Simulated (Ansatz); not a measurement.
ClSr, doublet, at a GFN2-xTB geometry (such geometries of metal compounds can be far from the true shape) (the spin is typed, not shown lowest) (core potentials on Sr). Base run: PBE0/def2-SV(P) (Ansatz, a first-principles code).

Input for Ansatz:
Ansatz 0.2 input:
```yaml
crystal:
  periodic: [false, false, false]
  atoms:
    - {symbol: Sr, position_ang: [-0.00000000, -0.00000000, -0.76220135]}
    - {symbol: Cl, position_ang: [0.00000000, 0.00000000, 1.70374419]}
basis:
  gaussian:
    orbitals: def2-SV_P_.json
hamiltonian:
  xc: pbe0
magnetization: {spin_polarized: true, initial_magnetization: 1}
```
The basis file holds def2-SV(P) in the JSON format of the Basis Set Exchange.

The bond that is stretched is that between atoms 2 and 1. A test that says stable can miss a lower solution.

Variants of this job, named by their change:

```tsv
change	ΔE vs base (kcal/mol)	<S^2>	stability test says
base	0.000	0.750	minimum
spin_polarized = on; lower_state_search = off	0.000	0.750	undecided (no full test)
spin_polarized = on; lower_state_search = standard	0.000	0.750	minimum
bond × 1.25	12.81	0.750	minimum
spin_polarized = on; lower_state_search = off; bond × 1.25	12.81	0.750	undecided (no full test)
spin_polarized = on; lower_state_search = standard; bond × 1.25	12.81	0.750	minimum
bond × 1.5	40.87	0.751	minimum
spin_polarized = on; lower_state_search = off; bond × 1.5	40.87	0.751	undecided (no full test)
spin_polarized = on; lower_state_search = standard; bond × 1.5	40.87	0.751	minimum
bond × 1.8	65.6	0.763	minimum
spin_polarized = on; lower_state_search = off; bond × 1.8	65.6	0.763	undecided (no full test)
spin_polarized = on; lower_state_search = standard; bond × 1.8	65.6	0.763	minimum
bond × 2.2	80.8	0.766	minimum
spin_polarized = on; lower_state_search = off; bond × 2.2	80.8	0.766	undecided (no full test)
spin_polarized = on; lower_state_search = standard; bond × 2.2	80.8	0.766	minimum
bond × 3.0	89.6	0.753	minimum
spin_polarized = on; lower_state_search = off; bond × 3.0	89.6	0.753	undecided (no full test)
spin_polarized = on; lower_state_search = standard; bond × 3.0	89.6	0.753	minimum
```

On stretching, the SCF can end on different states; <S^2> shows the spin contamination of each.
